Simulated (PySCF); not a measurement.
## Orbital energies, ionisation energy and electron affinity

Species: MoNF3 (singlet state).
Z-matrix (Å and degrees, PBE0-D3(BJ)/def2-SVP geometry), rows numbered from 1:
```
Mo
N   1  1.6112
F   1  1.8379  2  104.78
F   1  1.8383  2  104.92  3  -119.88
F   1  1.8384  2  104.83  3   120.18
```

Level: PBE0/def2-SVPD (PySCF). Frontier orbitals with their largest atomic shares (Löwdin; up to four atoms above 4 %):

```csv
orbital,ε (eV),main atoms
HOMO−3,-12.88,"F4 34 %, F5 33 %, F3 32 %"
HOMO−2,-10.19,"N2 48 %, Mo1 28 %, F4 16 %, F3 5 %"
HOMO−1,-10.18,"N2 48 %, Mo1 28 %, F5 12 %, F3 12 %"
HOMO,-10.11,?
LUMO,-3.33,"Mo1 65 %, F4 10 %, F3 10 %, N2 7 %"
LUMO+1,-3.33,"Mo1 65 %, F5 12 %, F3 8 %, F4 8 %"
LUMO+2,-1.20,"Mo1 56 %, N2 31 %, F3 6 %, F5 6 %"
```

Task: What vertical ionisation energy does ΔSCF give, and how far is −ε(HOMO) from it?

Result: ΔSCF: 12.40 eV (1196 kJ/mol; threshold wavelength 100.0 nm); ⟨S²⟩ of the doublet left behind is 0.772, against 0.75 for a pure doublet. −ε(HOMO) is 10.11 eV, 2.29 eV below it. For the exact functional −ε(HOMO) would equal the first vertical ionisation energy; PBE0 (global hybrid, 25 % exact exchange) falls short of its own ΔSCF value by 18 %.

Task: On which atoms does the HOMO lie?

Result: N2 (nitrogen bonded to Mo) 61 %, Mo1 (molybdenum bonded to 3 F and N) 26 %, F4 (fluorine bonded to Mo) 4 %, F5 (fluorine bonded to Mo) 4 %, so more than half of it is on one atom. The HOMO−1 lies 0.07 eV lower.

Task: And the vertical electron affinity, the fundamental gap, Mulliken's electronegativity and the hardness (with the factor ½)?

Result: EA = 1.08 eV by ΔSCF (−ε(LUMO) = 3.33 eV). IE − EA = 11.32 eV against an orbital gap of 6.78 eV; (IE + EA)/2 = 6.74 eV; (IE − EA)/2 = 5.66 eV. Parr's electrophilicity index (IE + EA)²/[8(IE − EA)] is 2.01 eV.

Task: What total energies stand behind the ΔSCF value?

Result: E(N) = -422.00758 Eh and E(N − 1) = -421.55199 Eh at the same geometry, 0.45559 Eh apart. With one more electron, E(N + 1) = -422.04731 Eh.

Task: Shift the occupied levels rigidly so that −ε(HOMO) equals the ΔSCF value. What binding energies result?

Result: The shift is +2.29 eV: HOMO 12.40, HOMO−1 12.47, HOMO−2 12.48, HOMO−3 15.17 eV. A rigid shift is only a rough guide to the deeper ionisations.

Task: The lowest singlet excitation (vertical TDDFT, same level) lies at 4.59 eV. How far is it below IE − EA?

Result: IE − EA = 11.32 eV, so by 6.73 eV.

Task: With α = 40.2 au, estimate the like-pair dispersion coefficient by London's formula C6 = (3/4)α²I.

Result: I = 0.4556 Eh, so C6 ≈ 551 au, a rough estimate.

Geometry: PBE0-D3(BJ)/def2-SVP; no solvent, vibrations or thermal averaging. Atoms past krypton carry effective core potentials; spin–orbit coupling is left out.

These values come from a run that also computed excited states and ΔSCF ions. Time: 53 s of wall time (grids of density and orbitals included); peak memory 0.52 GiB. Hardware: an Arm Neoverse V2 with one thread, shared host with 96 logical CPUs at a one-minute load of 60.
